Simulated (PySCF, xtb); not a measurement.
C4H3F, SMILES C#C/C=C\F.

GFN2-xTB (xtb 6.7.1) at its own geometry gives an orbital gap of 4.05 eV and a dipole moment of 1.93 D.

Geometry: B3LYP-D3(BJ)/def2-SVP. The structure was generated by enumeration; whether it is a known compound was not checked.

What does PBE/def2-TZVP (PySCF) give? (Estimate from the structure and the level; the computed values follow.)

gap 4.13 eV (levels -6.00 and -1.87 eV), dipole 1.23 D.
